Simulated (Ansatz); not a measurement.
Compare A (`N=C1C[SiH2]1`) with its isomer B (`N#CC[SiH3]`).

Computed with Ansatz on PBE0-D4/def2-TZVP structures; ΔE is electronic, products minus reactants. CBS: MP2 limit from def2 TZ/QZ plus the TZ coupled-cluster correction, frozen cores. DFT in def2-TZVPP. B3LYP here is the variant with VWN-RPA as its local correlation; programs differ in this. One conformer a species, not always the lowest.

Q: Which isomer does CCSD(T)/CBS put lower? Give the gap. (Estimate.)

A: The calculation gave: B, by 178.0 kJ/mol.

Q: Give E(B) − E(A) in kJ/mol with B3LYP, B2PLYP, PBE-D4, BLYP-D4, CCSD(T)/def2-TZVPP, r2SCAN-D4, CCSD/def2-TZVPP. (An estimate is asked.)

A: The calculation gave: B3LYP -173.8, B2PLYP -184.2, PBE-D4 -143.8, BLYP-D4 -167.7, CCSD(T)/def2-TZVPP -184.3, r2SCAN-D4 -157.7, CCSD/def2-TZVPP -189.9. None reverses the order clearly.

Q: Does the order hold for the free energy at 298.15 K (harmonic terms from PBE0-D4)? (Estimate.)

A: Ansatz gave: Yes: G(B) − G(A) = -184.3 kJ/mol, for one conformer each.

Largest T1 diagnostic: 0.014.

Leaving LDA and LC-ωPBE aside and taking each functional with its dispersion term where it has one, the values spread over 40.5 kJ/mol, from B2PLYP to PBE-D4. LDA lies +23.8 kJ/mol from PBE without D4. At CCSD(T), def2-SVP lies −17.0 kJ/mol from the extrapolated value and def2-TZVPP −6.3 kJ/mol.
